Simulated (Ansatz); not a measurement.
Ansatz (a first-principles code) input (MP2/STO-3G):

Ansatz 0.2 input:
```yaml
crystal:
  periodic: [false, false, false]
  atoms:
    - {symbol: C, position_ang: [2.44205183, 0.52179049, -0.59620332]}
    - {symbol: C, position_ang: [1.49964173, -0.07061435, 0.46673631]}
    - {symbol: C, position_ang: [0.14089565, 0.51343107, 0.40214243]}
    - {symbol: C, position_ang: [-1.02527076, -0.25215002, 0.04792754]}
    - {symbol: O, position_ang: [-0.94619449, -1.45431377, -0.21376889]}
    - {symbol: C, position_ang: [-2.35615197, 0.47193234, 0.00139444]}
    - {symbol: H, position_ang: [2.52731750, 1.60534129, -0.49278681]}
    - {symbol: H, position_ang: [2.07478154, 0.30490105, -1.59999263]}
    - {symbol: H, position_ang: [3.44045445, 0.09297813, -0.49873292]}
    - {symbol: H, position_ang: [1.42650619, -1.15109698, 0.34500935]}
    - {symbol: H, position_ang: [1.92719462, 0.12643151, 1.45751216]}
    - {symbol: H, position_ang: [0.02114102, 1.57478152, 0.59773704]}
    - {symbol: H, position_ang: [-2.33219561, 1.26930015, -0.74552112]}
    - {symbol: H, position_ang: [-2.57679909, 0.93772302, 0.96475608]}
    - {symbol: H, position_ang: [-3.14584370, -0.23218651, -0.24981462]}
basis:
  gaussian:
    orbitals: STO-3G
magnetization: {spin_polarized: true, initial_magnetization: 1}
correlation: {method: mp2, electrons: outside_noble_gas}
```

Output:

```
Functional definition: HF
integrals: 0.01 GiB planned
554 factors; integrals over basis functions are off by at most 4.5e-5 eV
mean field: 0.12 GiB planned
mean field evaluation 1: about -7234.2387 eV, gradient 2.5e1 eV
mean field evaluation 2: about -7234.5602 eV, gradient 2.5e1 eV
mean field evaluation 4: about -7239.8449 eV, gradient 3.9e0 eV
mean field evaluation 8: about -7240.5981 eV, gradient 2.0e-1 eV
mean field evaluation 16: about -7240.4663 eV, gradient 1.3e0 eV
mean field -7240.59894324 eV, -266.0871033097 hartree, gradient 1.8e-6 eV, S^2 1.056963; 4 other end points of the search recorded, 0 dependent functions left out
6 core orbitals not correlated
reference -7240.59894324 eV, -266.0871033097 hartree; 18, 17 occupied and 15, 16 virtual orbitals, 554 factors
second order -7.16003398 eV of doubles, -0.00000000 eV of singles
Total energy: -7247.75897722 eV, -266.3502297054 hartree
```

The geometry given is a B3LYP-D3(BJ)/def2-TZVP minimum.

The determinant is spin-contaminated: <S^2> is 1.06 against 0.75 for a pure state.
